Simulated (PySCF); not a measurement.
Solvent effects on NMR parameters

Bonds (- single, = double, # triple, : aromatic): C1-C2, C2:N3, N3:C4, C4:C5, C5:C6, C6:C7, C7:C8, C8:C9, C9:O10, O10:C2, C9:C4. C1 carries H11, H12, H13; C5 carries H14; C6 carries H15; C7 carries H16; C8 carries H17.

GIAO PBE0/pcSseg-1 in PySCF 2.14.0 with density-fitted response routines on one PBE0-D3(BJ)/def2-SVP conformer, non-relativistic, equivalent nuclei averaged. Solvents enter as an IEF-PCM continuum (chloroform with ε = 4.7, acetone with ε = 20.5) around the gas-phase geometry. Shifts are referred to TMS computed in the same medium.

In chloroform, δ in ppm: C2 169.9, C9 156.3, C4 146.6, C7 130.7, C6 130.5, C5 126.2, C8 115.9, C1 16.6, H14 7.99, H17 7.78, H15 7.64, H16 7.61, H11/H12/H13 2.70. Dipole moment 1.69 D.

(1) How does each δ change in the more polar medium?

(2) Which nuclei move most (in ppm), and what does the model miss?

Answers

(1) 
| atoms | environment | Δδ, acetone |
| --- | --- | --- |
| C2 | substituted aromatic carbon next to the ring oxygen | +1.3 |
| C9 | ring-fusion aromatic carbon | +0.3 |
| C4 | ring-fusion aromatic carbon | 0.0 |
| C7 | aromatic CH | +0.6 |
| C6 | aromatic CH | +0.5 |
| C5 | aromatic CH | -0.1 |
| C8 | aromatic CH | +0.6 |
| C1 | methyl carbon on an aromatic ring | +0.3 |
| H14 | hydrogen on an aromatic CH | +0.03 |
| H17 | hydrogen on an aromatic CH | +0.08 |
| H15 | hydrogen on an aromatic CH | +0.07 |
| H16 | hydrogen on an aromatic CH | +0.08 |
| H11/H12/H13 | hydrogen on a methyl carbon on an aromatic ring | +0.04 |

Changes are relative to chloroform. The dipole moment becomes 1.85 D in acetone.

(2) C2 (substituted aromatic carbon next to the ring oxygen, +1.3 ppm) in acetone. A continuum only polarises the solute; specific hydrogen bonds, the anisotropy of aromatic solvents and changes of geometry or conformer are outside it.
